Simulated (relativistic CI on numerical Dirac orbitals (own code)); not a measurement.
## La23+: computed level list

Method of calculation: Dirac-Coulomb-Breit CI, KLI orbitals optimised for each configuration, QED by a radiative potential, unscaled Slater integrals (own radial code, finite nucleus).

Configurations in the expansion (outside the closed core [Ar] 3d10): 4s²4p⁴, 4s4p⁵, 4s²4p³4d, 4p⁶, 4s4p⁴4d, 4s²4p³4f, 4s4p⁴4f, 4p⁵4d, 4s4p³4d², 4s²4p²4d4f, 4p⁵4f, 4p⁴4d², 4p³4d³, 4p³4d²4f. Double excitations out of closed p, d and f shells are left out; levels of such configurations are missing from the list, as are those of other unlisted configurations, and high levels can miss mixing partners.

The lowest level is 4s²4p⁴ ³P2, with 74 % of that term; Hund's rules for 4s²4p⁴ give ³P with J = 2, in agreement.

| No. | Configuration | Term | J | E (cm⁻¹) | % | Next component (%) |
| --- | --- | --- | --- | --- | --- | --- |
| 1 | 4s²4p⁴ | ³P | 2 | 0 | 74 | 25 ¹D |
| 2 | 4s²4p⁴ | ¹S | 0 | 52150 | 51 | 48 ³P |
| 3 | 4s²4p⁴ | ³P | 1 | 166457 | 99 | 1 4s4p⁴4d ³P |
| 4 | 4s²4p⁴ | ¹D | 2 | 193218 | 74 | 25 ³P |
| 5 | 4s²4p⁴ | ³P | 0 | 386288 | 51 | 47 ¹S |
| 6 | 4s4p⁵ | ³P° | 2 | 615965 | 85 | 13 4s²4p³4d ³P° |
| 7 | 4s4p⁵ | ³P° | 1 | 665963 | 50 | 25 ¹P° |
| 8 | 4p³(2D°)4d | ³F° | 2 | 743894 | 32 | 29 ³D° |
| 9 | 4p³(4S°)4d | ⁵D° | 0 | 749685 | 46 | 38 ³P° |
| 10 | 4p³(4S°)4d | ⁵D° | 3 | 754825 | 34 | 25 ³F° |
| 11 | 4p³(4S°)4d | ⁵D° | 1 | 771873 | 50 | 21 ³P° |
| 12 | 4p³(4S°)4d | ⁵D° | 4 | 785030 | 47 | 36 ³F° |
| 13 | 4s4p⁵ | ³P° | 0 | 787585 | 76 | 21 4s²4p³4d ³P° |
| 14 | 4p³(4S°)4d | ⁵D° | 2 | 809343 | 37 | 32 ³D° |
| 15 | 4s4p⁵ | ¹P° | 1 | 832088 | 38 | 24 ³P° |
| 16 | 4p³(2D°)4d | ³G° | 3 | 846550 | 30 | 20 ⁵D° |
| 17 | 4p³(4S°)4d | ³D° | 1 | 872350 | 66 | 22 ³P° |
| 18 | 4p³(2D°)4d | ³F° | 2 | 889927 | 46 | 33 ³D° |
| 19 | 4p³(2D°)4d | ¹S° | 0 | 892899 | 54 | 35 ⁵D° |
| 20 | 4p³(2D°)4d | ³D° | 1 | 904932 | 74 | 14 ⁵D° |
| 21 | 4p³(2D°)4d | ³F° | 3 | 905258 | 57 | 15 ⁵D° |
| 22 | 4p³(2D°)4d | ³D° | 3 | 922000 | 64 | 17 ⁵D° |
| 23 | 4p³(2D°)4d | ³G° | 4 | 929274 | 66 | 24 ⁵D° |
| 24 | 4p³(2D°)4d | ³F° | 4 | 936529 | 48 | 36 ¹G° |
| 25 | 4p³(2D°)4d | ³F° | 4 | 958877 | 47 | 42 ¹G° |
| 26 | 4p³(2P°)4d | ³F° | 2 | 966462 | 49 | 30 ¹D° |
| 27 | 4p³(2D°)4d | ³G° | 5 | 969591 | 98 | 1 4s4p³4d² ³G° |
| 28 | 4s²4p³4d | ³D° | 1 | 991151 | 22 | 21 ³P° |
| 29 | 4p³(2D°)4d | ³P° | 0 | 1000595 | 51 | 31 ¹S° |
| 30 | 4p³(2P°)4d | ³D° | 2 | 1010307 | 49 | 29 ³P° |
| 31 | 4p³(2P°)4d | ³P° | 2 | 1024508 | 44 | 22 ³F° |
| 32 | 4p³(2P°)4d | ³D° | 3 | 1031299 | 39 | 32 ¹F° |
| 33 | 4p³(2D°)4d | ³D° | 3 | 1038393 | 55 | 21 ³F° |
| 34 | 4p³(2D°)4d | ³P° | 1 | 1041599 | 51 | 21 ¹P° |
| 35 | 4p³(2D°)4d | ³D° | 2 | 1046764 | 33 | 29 ³P° |
| 36 | 4p³(2D°)4d | ¹F° | 3 | 1066919 | 42 | 24 ³F° |
| 37 | 4p³(2D°)4d | ³S° | 1 | 1071504 | 58 | 20 ¹P° |
| 38 | 4p³(2P°)4d | ¹P° | 1 | 1107700 | 44 | 36 ³D° |
| 39 | 4p³(2D°)4d | ¹D° | 2 | 1115934 | 43 | 35 ³D° |
| 40 | 4p³(2P°)4d | ³F° | 4 | 1149593 | 57 | 15 ³G° |
| 41 | 4p³(2P°)4d | ³P° | 2 | 1157301 | 42 | 24 ¹D° |
| 42 | 4p³(2P°)4d | ³P° | 0 | 1183285 | 79 | 11 4s4p⁵ ³P° |
| 43 | 4p³(2P°)4d | ³D° | 3 | 1189477 | 47 | 32 ¹F° |
| 44 | 4p³(2P°)4d | ³P° | 1 | 1192182 | 36 | 27 ³D° |
| 45 | 4p³(2P°)4d | ³D° | 2 | 1224855 | 46 | 38 ¹D° |
| 46 | 4p³(2P°)4d | ¹F° | 3 | 1234900 | 64 | 21 ³D° |
| 47 | 4p³(2P°)4d | ¹P° | 1 | 1328686 | 50 | 35 ³D° |
| 48 | 4p⁶ | ¹S | 0 | 1333951 | 69 | 27 4s4p⁴4d ¹S |
| 49 | 4s4p⁴(3P)<4P>4d | ⁵D | 3 | 1368807 | 62 | 15 ⁵F |
| 50 | 4s4p⁴(3P)<4P>4d | ⁵D | 2 | 1369612 | 57 | 19 ⁵P |
| 51 | 4s4p⁴(3P)<4P>4d | ⁵D | 4 | 1379592 | 49 | 37 ⁵F |
| 52 | 4s4p⁴(3P)<4P>4d | ⁵D | 1 | 1381338 | 44 | 33 ⁵P |
| 53 | 4s4p⁴(3P)<4P>4d | ⁵F | 5 | 1402832 | 81 | 15 ³G |
| 54 | 4s4p⁴(3P)<4P>4d | ⁵D | 0 | 1417279 | 58 | 42 ³P |
| 55 | 4s4p⁴(3P)<4P>4d | ³F | 4 | 1427218 | 45 | 23 ⁵D |
| 56 | 4s4p⁴(1S)<2S>4d | ³D | 1 | 1449738 | 36 | 34 ⁵P |
| 57 | 4s4p⁴(3P)<4P>4d | ⁵F | 3 | 1451916 | 31 | 23 ³G |
| 58 | 4s4p⁴(3P)<4P>4d | ⁵F | 1 | 1461117 | 51 | 19 ³D |
| 59 | 4s4p⁴(3P)<4P>4d | ⁵F | 2 | 1461157 | 49 | 30 ³D |
| 60 | 4s4p⁴(3P)<4P>4d | ⁵P | 2 | 1474761 | 47 | 17 ³D |
| 61 | 4s4p⁴(3P)<4P>4d | ³P | 1 | 1493436 | 57 | 17 ¹P |
| 62 | 4s4p⁴(1S)<2S>4d | ³D | 3 | 1498621 | 35 | 21 ³F |
| 63 | 4s4p⁴(3P)<4P>4d | ⁵P | 3 | 1517591 | 46 | 18 ³D |
| 64 | 4s4p⁴(3P)<4P>4d | ³P | 0 | 1519910 | 60 | 38 ⁵D |
| 65 | 4s4p⁴(3P)<4P>4d | ³F | 4 | 1521026 | 48 | 20 ⁵F |
| 66 | 4s4p⁴(3P)<4P>4d | ³D | 2 | 1524554 | 39 | 21 ¹D |
| 67 | 4s4p⁴(3P)<4P>4d | ³D | 3 | 1541675 | 32 | 17 ³F |
| 68 | 4s4p⁴(1D)<2D>4d | ³D | 1 | 1542421 | 56 | 29 ⁵D |
| 69 | 4s4p⁴(3P)<4P>4d | ³F | 2 | 1561338 | 52 | 19 ¹D |
| 70 | 4s4p⁴(1D)<2D>4d | ³F | 2 | 1582649 | 40 | 19 ³D |

Energies count from the lowest computed level; ° marks odd parity. Percentages are summed over parent terms; the parents shown are those of the largest component, closed shells are left out there, and <> holds an intermediate term.

The mean weight of the leading LS term, summed over parents, in these 70 levels is 52 %, and that of the leading jj configuration (from the same eigenvectors) 70 %, so jj coupling describes them better and the LS labels are nominal.

At this charge energies of transitions that change n are usually good to better than 1 %, and those within a shell (Δn = 0) to a few per cent.

LS names give the leading component of a level, which can be under half, so a name can repeat, a term be missing and a line seem to break the LS rules.
